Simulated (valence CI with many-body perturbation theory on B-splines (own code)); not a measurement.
## Cs6+: electric-dipole lines

Level of theory: valence CI with perturbative core correlation (CI+MBPT): three valence electrons over a frozen Dirac-Fock core [Kr] 4d10, a basis of 7 s, 7 p, 7 d, 7 f, 4 g, 2 h functions for each j, with the one-electron correlation potential Σ1, the two-electron term Σ2, the three-electron term Σ3, Breit, model QED; selected CI, second order for the rest, scaled by the run's own slope (own B-spline code, finite nucleus).

Set against measurement, 63 paired levels are off by 477 cm⁻¹ on average, the worst by 1585. These come from a selection out of Sansonetti, J. Phys. Chem. Ref. Data 38, 761 (2009). Levels without a partner in it may be off by more, other configurations by several thousand cm⁻¹. The list stops below the first excitations out of the core. 3 measured levels below the end of the list, from 384898 cm⁻¹ on, found no clear computed partner, and computed levels of the same name lie up to 2852 cm⁻¹ from them.

Lines 251 to 300 of 600 in falling wavelength, among levels below 59.923 eV, chosen from the strongest by gf and those to the six lowest levels. Wavelengths and rates use the calculated energies, so an error of 500 cm⁻¹ moves a line at 664.9 Å by 0.33 % and its rate by three times that or more. Electric multipoles are in the length gauge, E1 and E2 with the static RPA response of the core. Weak lines are less certain than strong ones. Lines between different terms over intervals too small for the method are left out, as are lines whose strength nearly cancels. Where a level lies close to another of its J and parity, the split of strength between their lines is uncertain. The highest levels of a list are the least certain.

Names give the largest LS component (configuration and term), which can be under half, so a name can repeat, a term be missing and a line seem to break the LS rules; names also repeat where a configuration has a term twice. Letters in brackets count levels of one name in rising energy.

| λ vac (Å) | λ from measured levels | Upper | Lower | A (s⁻¹) | S (a.u.) |
| --- | --- | --- | --- | --- | --- |
| 665.0 |  | 4f 5p2 4F°_3/2 | 4f 5s 5p 4G_5/2 | 4.63e+09 | 2.69e+00 |
| 664.9 | 666.9 | 4f 5s 5p 2G_9/2 [b] | 4f 5s2 2F°_7/2 | 6.86e+09 | 9.95e+00 |
| 663.4 |  | 4f 5p2 4D°_1/2 | 4f 5s 5p 4F_3/2 | 4.19e+09 | 1.21e+00 |
| 662.9 | 664.8 | 4f 5s 5p 2G_7/2 [b] | 4f 5s2 2F°_7/2 | 5.01e+08 | 5.77e-01 |
| 662.5 |  | 5p2 5d 4D_5/2 | 5s 5p 5d 4F°_7/2 | 2.42e+09 | 2.09e+00 |
| 659.9 | 660.5 | 5s 5p 5d 2F°_5/2 [b] | 5s2 5d 2D_3/2 | 2.85e+09 | 2.42e+00 |
| 659.5 | 661.4 | 4f 5s 5p 2G_7/2 [b] | 4f 5s2 2F°_5/2 | 6.11e+09 | 6.92e+00 |
| 658.5 |  | 5p2 5d 2D_3/2 | 5s 5p 5d 4D°_5/2 | 1.89e+09 | 1.06e+00 |
| 657.1 | 657.7 | 5p3 2P°_1/2 | 5s 5p2 2D_3/2 | 4.34e+09 | 1.21e+00 |
| 656.5 |  | 5p2 5d 2P_3/2 | 5s 5p 5d 4F°_3/2 | 1.18e+09 | 6.56e-01 |
| 654.9 |  | 5p2 5d 4D_7/2 | 5s 5p 5d 4F°_9/2 | 2.52e+09 | 2.80e+00 |
| 654.3 |  | 5p2 5d 4P_5/2 | 5s 5p 5d 4D°_3/2 | 8.94e+08 | 7.41e-01 |
| 652.3 |  | 4f 5p2 2F°_5/2 [d] | 4f 5s 5p 2G_7/2 [a] | 2.84e+09 | 2.33e+00 |
| 651.6 |  | 5s 5p 5d 4F°_3/2 | 5s 5p2 2D_3/2 | 2.66e+08 | 1.45e-01 |
| 651.3 |  | 4f 5p2 4F°_7/2 | 4f 5s 5p 2F_7/2 [b] | 8.96e+08 | 9.77e-01 |
| 651.0 |  | 4f 5p2 4F°_9/2 | 4f 5s 5p 2F_7/2 [b] | 3.95e+08 | 5.37e-01 |
| 648.1 |  | 5p2 5d 4D_1/2 | 5s 5p 5d 4F°_3/2 | 5.53e+09 | 1.49e+00 |
| 647.8 |  | 5p2 5d 4P_5/2 | 5s 5p 5d 4P°_5/2 | 1.97e+09 | 1.59e+00 |
| 646.7 |  | 5s 5p 6p 2D_5/2 [b] | 5s2 6p 2P°_3/2 | 4.52e+09 | 3.62e+00 |
| 645.2 |  | 5p2 5d 2D_3/2 | 5s 5p 5d 2F°_5/2 [a] | 1.20e+09 | 6.34e-01 |
| 644.6 |  | 5p2 5d 2D_5/2 [b] | 5s 5p 5d 4D°_7/2 | 8.67e+08 | 6.88e-01 |
| 644.4 |  | 5s 5p 6p 2D_3/2 [b] | 5s2 6p 2P°_1/2 | 3.36e+09 | 1.77e+00 |
| 643.2 | 643.7 | 5p3 2P°_3/2 | 5s 5p2 2D_5/2 | 2.60e+09 | 1.36e+00 |
| 642.9 |  | 5s 5p 6p 2D_3/2 [c] | 5s 5p 5d 2D°_3/2 [a] | 1.24e+09 | 6.50e-01 |
| 642.8 |  | 5p2 5d 4P_3/2 | 5s 5p 5d 4D°_3/2 | 1.37e+09 | 7.18e-01 |
| 641.9 |  | 4f 5p2 2F°_7/2 [b] | 4f 5s 5p 2G_7/2 [a] | 7.23e+08 | 7.55e-01 |
| 638.6 |  | 5p2 5d 2G_9/2 | 5s 5p 5d 4F°_9/2 | 9.37e+08 | 1.20e+00 |
| 637.8 |  | 5p3 4S°_3/2 [a] | 5s 5p2 4P_1/2 | 1.39e+09 | 7.14e-01 |
| 637.8 |  | 5p2 5d 4D_3/2 | 5s 5p 5d 4F°_5/2 | 1.47e+09 | 7.51e-01 |
| 637.5 |  | 4f 5p2 2F°_5/2 [c] | 4f 5s 5p 2F_5/2 [a] | 7.29e+08 | 5.59e-01 |
| 637.1 |  | 5p2 5d 4D_5/2 | 5s 5p 5d 4F°_5/2 | 1.85e+09 | 1.42e+00 |
| 637.1 |  | 5p3 4S°_3/2 [b] | 5s 5p2 4P_3/2 | 2.91e+09 | 1.49e+00 |
| 634.1 |  | 4f 5p2 2G°_9/2 | 4f 5s 5p 2F_7/2 [b] | 9.13e+08 | 1.15e+00 |
| 633.2 | 635.3 | 4f 5s 5p 2D_3/2 [b] | 4f 5s2 2F°_5/2 | 1.00e+10 | 5.03e+00 |
| 632.7 | 633.6 | 5s 5p 5d 2D°_5/2 [b] | 5s2 5d 2D_5/2 | 6.18e+09 | 4.64e+00 |
| 632.0 |  | 5s 5p 6p 2P_1/2 [b] | 5s2 6p 2P°_1/2 | 5.43e+09 | 1.35e+00 |
| 631.4 | 633.5 | 4f 5s 5p 2D_5/2 [b] | 4f 5s2 2F°_7/2 | 9.54e+09 | 7.11e+00 |
| 631.1 |  | 5s 5p 6p 2D_3/2 [c] | 5s2 6p 2P°_1/2 | 3.12e+09 | 1.55e+00 |
| 631.0 | 632.5 | 5s 5p2 2P_1/2 | 5s2 5p 2P°_1/2 | 1.00e+10 | 2.49e+00 |
| 631.0 | 622.2 | 5s 5p 6s 2P°_1/2 [b] | 5s2 6s 2S_1/2 | 1.04e+10 | 2.58e+00 |
| 629.4 |  | 5p2 5d 2G_7/2 | 5s 5p 5d 4F°_7/2 | 6.32e+08 | 6.23e-01 |
| 628.8 | 629.7 | 5s 5p2 2S_1/2 | 5s2 5p 2P°_3/2 | 7.22e+09 | 1.77e+00 |
| 628.1 | 628.8 | 5s 5p 5d 2D°_3/2 [b] | 5s2 5d 2D_3/2 | 5.37e+09 | 2.63e+00 |
| 628.1 | 628.9 | 5s 5p 5d 2P°_1/2 [b] | 5s2 5d 2D_3/2 | 8.00e+09 | 1.96e+00 |
| 627.8 |  | 5s 5p 6s 2P°_3/2 [b] | 5s2 6s 2S_1/2 | 9.35e+09 | 4.57e+00 |
| 626.0 | 627.0 | 5s 5p 5d 2P°_3/2 [b] | 5s2 5d 2D_5/2 | 6.95e+09 | 3.37e+00 |
| 623.2 | 625.2 | 5s 5p2 2P_3/2 | 5s2 5p 2P°_3/2 | 1.11e+10 | 5.31e+00 |
| 622.6 |  | 5p2 5d 2P_1/2 | 5s2 6p 2P°_1/2 | 2.49e+09 | 5.92e-01 |
| 619.5 |  | 4f 5p2 2H°_11/2 | 4f 5s 5p 4F_9/2 | 7.38e+08 | 1.04e+00 |
| 619.4 | 619.8 | 5p3 2P°_3/2 | 5s 5p2 2D_3/2 | 4.09e+08 | 1.92e-01 |
